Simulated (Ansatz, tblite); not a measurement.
Removing and adding an electron: Cd₈H₂₂Se₈. The state is a singlet with charge 0. Geometry: r2SCAN-D4/def2-SVP. Ansatz, gas phase; energy differences of separate SCF runs; the oxidised species was run as a doublet alone; the reduced species was run as a doublet alone.

```xyz
38

Cd    2.847   -1.632   -4.354
Se    4.459    0.531   -1.691
Se    2.035   -2.250   -1.193
Cd    1.919   -1.954    1.517
Cd    2.368    2.378   -0.930
Se    1.734    0.972    1.336
Se   -0.674   -2.195    2.322
Cd   -3.538   -1.488    3.861
Cd   -0.279    2.438    2.481
Se   -0.545    0.636    4.730
Cd   -0.033   -1.578   -2.828
Se    0.196    1.250   -2.221
Se   -2.143   -2.621   -1.624
Cd   -2.753   -1.521    0.704
Cd   -1.944    2.728   -1.558
Se   -2.078    1.298    0.714
H     3.067   -3.217   -4.865
H     2.997    0.027   -3.976
H     5.339    1.107   -0.643
H     4.996    1.470   -2.688
H     1.781   -3.700   -1.222
H     3.239   -2.334    2.520
H     2.845    3.991   -1.115
H     2.844    1.427    2.188
H    -0.788   -3.647    2.105
H    -4.010   -3.054    4.243
H    -3.114    0.167    3.861
H    -0.314    4.061    2.956
H     0.692    1.213    5.316
H    -1.371    1.602    5.471
H     0.443   -1.552   -4.490
H     0.488    1.741   -3.576
H    -3.222   -2.070   -2.461
H    -3.344    0.454   -2.594
H    -4.253   -1.472    1.565
H    -2.789    4.009   -2.229
H    -3.777    0.972   -2.946
H    -3.317    1.815    1.315
```

In the def2 sets Cd takes a core potential; there is no spin–orbit coupling. The xTB rows come from tblite. Single mean-field runs in def2-TZVP are fitted with def2-universal-jkfit. In the singlet geometry the species has come apart into loosely held pieces. In the singlet, H34 and H37 lie 0.76 Å apart (atoms count from 1), so H2 has formed as a molecule. In the doublet geometry the species has come apart into loosely held pieces.

Q: Estimate orbital energies and vertical ionisation energies and electron affinities at: GFN1-xTB; GFN2-xTB; HF/def2-TZVP; PBE-D4/def2-TZVP; PBE0-D4/def2-TZVP.

A: 
```csv
level,−HOMO (eV),vertical IE (eV),−LUMO (eV),vertical EA (eV),HOMO–LUMO gap (eV),IE − EA (eV),remarks
GFN1-xTB,9.63,11.34,6.55,5.31,3.08,6.03,–
GFN2-xTB,10.27,11.85,7.21,5.72,3.06,6.13,–
HF/def2-TZVP,9.37,7.94,-1.18,-0.52,10.55,8.46,–
PBE-D4/def2-TZVP,5.88,–,2.38,1.07,3.50,–,HOMO above zero (-1 doublet)
PBE0-D4/def2-TZVP,6.93,8.09,1.61,0.72,5.32,7.38,HOMO above zero (-1 doublet)
```

Run but left out: PBE-D4/def2-TZVP (charge +1 doublet: an occupied level 0.07 eV above an empty one).   A HOMO above zero means that the electron is unbound at that level or that self-interaction error raises the level; the energy of removing that electron tells which. Raw xTB energy differences between charge states are shifted by several eV; the methods need an empirical correction for them. Sets without diffuse functions give affinities that are too small. A negative affinity means that the extra electron isn't bound; its size then hangs on the basis.
